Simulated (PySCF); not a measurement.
Predicted microwave data (PBE0/pcSseg-1 in PySCF (dipole) on a GFN2-xTB geometry, gas phase) for one isomer of C6H12FNSi:

| Quantity | Value |
| --- | --- |
| Rotational constants | A = 2066, B = 792.6, C = 634.4 MHz |
| Dipole components | \|μa\| = 0.67 D, \|μb\| = 1.08 D, \|μc\| = 0.37 D |
| Inertial defect | -85.51 u·Å² |
| κ | -0.78 |

Question: Which candidate fits, each taken in the one conformer that was computed?
A. `[CH2:1]=[C:2]([F:3])[Si@@H:4]1[CH2:5][C@@H:6]1[N:7]([CH3:8])[CH3:9]` with C1–C2–Si4–C5 36°, C5–C6–N7–C8 75°
B. `[CH2:1]=[CH:2]/[C:3]([CH3:4])=[N:5]\[C@H:6]([SiH3:7])[CH2:8][F:9]` with C1–C2–C3–C4 -9°, C3–N5–C6–Si7 -86°, N5–C6–C8–F9 166°
C. `[CH:1]#[C:2][CH2:3][C@H:4]([F:5])[SiH2:6][N:7]([CH3:8])[CH3:9]` with C2–C3–C4–F5 -168°, C3–C4–Si6–N7 -163°, C4–Si6–N7–C8 -44°
D. `[CH:1]#[C:2][CH2:3][C@@H:4]([CH2:5][CH2:6][F:7])[NH:8][SiH3:9]` with C2–C3–C4–C5 64°, C3–C4–C5–C6 -173°, C4–C5–C6–F7 -175°, C3–C4–N8–Si9 86°

Answer: C. It is C#CC[C@H](F)[SiH2]N(C)C, an asymmetric top, point group C1. The candidates at the same level (rigid rotor, commonest isotopes):

```tsv
SMILES	A (MHz)	B (MHz)	C (MHz)	μa (D)	μb (D)	μc (D)	Δ (u·Å²)	point group	rotor
C#CC[C@H](F)[SiH2]N(C)C	2066	792.6	634.4	0.67	1.08	0.37	-85.51	C1	asymmetric top
C=C/C(C)=N\[C@H]([SiH3])CF	2291	706.4	635.4	2.72	0.42	0.57	-140.76	C1	near-prolate asymmetric top
C#CC[C@@H](CCF)N[SiH3]	1083	985.0	549.5	1.47	1.10	0.35	-59.84	C1	asymmetric top
C=C(F)[Si@@H]1C[C@@H]1N(C)C	2242	879.7	753.9	2.11	0.08	0.01	-129.59	C1	asymmetric top
```

`C=C/C(C)=N\[C@H]([SiH3])CF` has B 11 % too low; `C=C(F)[Si@@H]1C[C@@H]1N(C)C` has C 19 % too high; `C#CC[C@@H](CCF)N[SiH3]` has A 48 % too low. No structure here is proved a minimum.
